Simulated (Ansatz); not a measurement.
C$_{6}$H$_{16}$AlN (`C[CH](C)[Al]([NH2])[CH](C)C`) at its PBE0-D4/def2-TZVP geometry, where that method's forces vanish. The species carries charge 0 and has multiplicity 1.

```xyz
24

C    -1.6298    1.6193    1.7274
C    -0.6503    0.5090    1.3542
C    -1.0624   -0.8142    2.0063
Al   -0.4202    0.3067   -0.5965
N    -1.6065    1.0927   -1.6582
C     1.0718   -0.6779   -1.4350
C     2.2514    0.2693   -1.6754
C     1.5248   -1.8966   -0.6337
H    -1.7249    1.7232    2.8158
H    -1.3272    2.5930    1.3318
H    -2.6341    1.4110    1.3428
H     0.3371    0.7778    1.7578
H    -0.3475   -1.6182    1.8101
H    -2.0403   -1.1525    1.6461
H    -1.1470   -0.7131    3.0958
H    -2.3700    1.6691   -1.3430
H    -1.6127    1.0360   -2.6637
H     0.7186   -1.0249   -2.4158
H     3.0868   -0.2483   -2.1644
H     2.6428    0.6736   -0.7348
H     1.9820    1.1206   -2.3080
H     1.8604   -1.6151    0.3702
H     0.7284   -2.6366   -0.5118
H     2.3689   -2.4040   -1.1182
```

(1) What forces (eV/Å) does B3LYP-D4/def2-TZVPP give on these atoms in the Gaussian-basis code of Ansatz? (Best estimate.)

Answers

(1) Ansatz gave: 
```
C1  -0.145  0.179  0.062
C2   0.212  0.034 -0.093
C3  -0.045 -0.213  0.108
Al4  0.008 -0.006  0.008
N5  -0.004  0.006 -0.001
C6  -0.202  0.010 -0.113
C7   0.188  0.149 -0.054
C8   0.067 -0.196  0.117
H9  -0.003  0.007 -0.049
H10 -0.021 -0.044  0.024
H11  0.044  0.019  0.020
H12 -0.055 -0.013 -0.016
H13 -0.045  0.040  0.020
H14  0.045  0.008  0.020
H15  0.002 -0.018 -0.046
H16 -0.017  0.010 -0.028
H17 -0.027  0.016 -0.013
H18  0.026  0.015  0.050
H19 -0.029  0.034  0.019
H20 -0.014 -0.014 -0.048
H21  0.022 -0.041  0.031
H22 -0.016 -0.025 -0.048
H23  0.044  0.032 -0.001
H24 -0.037  0.012  0.029
```

B3LYP here is the variant with VWN-RPA as its local correlation; programs differ in this.
